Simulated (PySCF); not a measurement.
# Cost of excited-state runs on BF$_{5}$HP

Cartesian coordinates in Å; atom numbers follow the order of the lines, from 1:
```xyz
8

F     1.291   -1.254   -0.753
P     1.074   -0.209    0.448
F     1.618    1.065   -0.367
B    -1.528    0.213   -0.079
F    -1.170    0.378   -1.324
F    -1.666    1.253    0.700
F    -1.948   -0.956    0.328
H     2.339   -0.481    1.023
```

PySCF with density fitting, on 1 thread of an Arm Neoverse N1, shared host. Command: `OMP_NUM_THREADS=1 python excited_run.py task.json out`

Task: How long does each of these runs take, and how much memory?
- magnetisability and related constants, BHandHLYP/pcseg-1; IEF-PCM benzene
- magnetisability and related constants, BHandHLYP/pcseg-1; IEF-PCM benzene
- magnetisability and related constants, KT3/pcSseg-1; isotopologues
- magnetisability and related constants, KT3/pcSseg-1; isotopologues

Result: 
```csv
run,level,basis functions,wall time,peak memory (GiB)
magnetisability and related constants,BHandHLYP/pcseg-1,107,16 s,0.53
magnetisability and related constants,BHandHLYP/pcseg-1,107,5.1 s,0.53
magnetisability and related constants,KT3/pcSseg-1,131,24 s,0.52
magnetisability and related constants,KT3/pcSseg-1,131,8.8 s,0.53
```
Times from a shared host are rough.
